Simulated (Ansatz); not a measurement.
System: GeH$_{2}$I, charge 0, doublet. GeH2I (SMILES [GeH2][I], doublet).
B3LYP-D3(BJ)/def2-TZVP minimum from Ansatz (a quantum-chemistry and plane-wave program):
```xyz
4

Ge    -1.5359    -0.0476    -0.0132
I      1.0032     0.0067    -0.0067
H     -1.9993    -0.0911     1.4674
H     -2.0227     1.2616    -0.6895
```
Charge 0, spin multiplicity 2.

Total energies in hartree (Ansatz). Radicals and triplets start from unrestricted determinants; spin-orbit coupling is neglected. Correlated methods leave the cores frozen (noble-gas shells, and filled d and f shells in the p block). Past Kr the def2 sets carry scalar-relativistic core potentials. For partners of very few electrons the exact lower level stands in for a higher one. Spin-orbit terms, left out, reach several kcal/mol for Br and I, and more for heavier atoms.

| species | HF/def2-TZVPP | CCSD(T)/def2-TZVPP | HF/def2-QZVPP | CCSD(T)/def2-QZVPP | CCSDT(Q)/def2-TZVPP |
|---|---|---|---|---|---|
| 1: GeH2I (SMILES [GeH2][I], doublet) | -2373.20134 | -2373.48141 | -2373.24495 | -2373.55207 | -2373.48304 |
| 2: Ge (triplet) | -2075.32100 | -2075.38759 | -2075.36298 | -2075.43218 | -2075.38813 |
| 3: I (doublet) | -296.65857 | -296.79430 | -296.65973 | -296.81374 | -296.79495 |
| 4: H (doublet) | -0.49981 | -0.49981 | -0.49998 | -0.49998 | -0.49981 |

Question: Work out the atomisation energy (electronic, to ground-state atoms) in kcal/mol: take Hartree-Fock from def2-QZVPP, extrapolate the CCSD(T) correlation energy as X^-3 (X = 3, 4), and add CCSDT(Q) - CCSD(T) in def2-TZVPP. 1 hartree = 627.51 kcal/mol.

Answer: 
Species 1: correlation (64·(-0.30712) - 27·(-0.28007))/37 = -0.32686; step -0.00163; E1 = -2373.24495 + (-0.32686) + (-0.00163) = -2373.57344
Species 2: correlation (64·(-0.06920) - 27·(-0.06659))/37 = -0.07110; step -0.00054; E2 = -2075.36298 + (-0.07110) + (-0.00054) = -2075.43462
Species 3: correlation (64·(-0.15401) - 27·(-0.13573))/37 = -0.16735; step -0.00065; E3 = -296.65973 + (-0.16735) + (-0.00065) = -296.82773
Species 4: correlation (64·(0.00000) - 27·(0.00000))/37 = 0.00000; step +0.00000; E4 = -0.49998 + (0.00000) + (+0.00000) = -0.49998
-1·E1 +1·E2 +1·E3 +2·E4 = 0.31113 hartree = 195.2 kcal/mol.
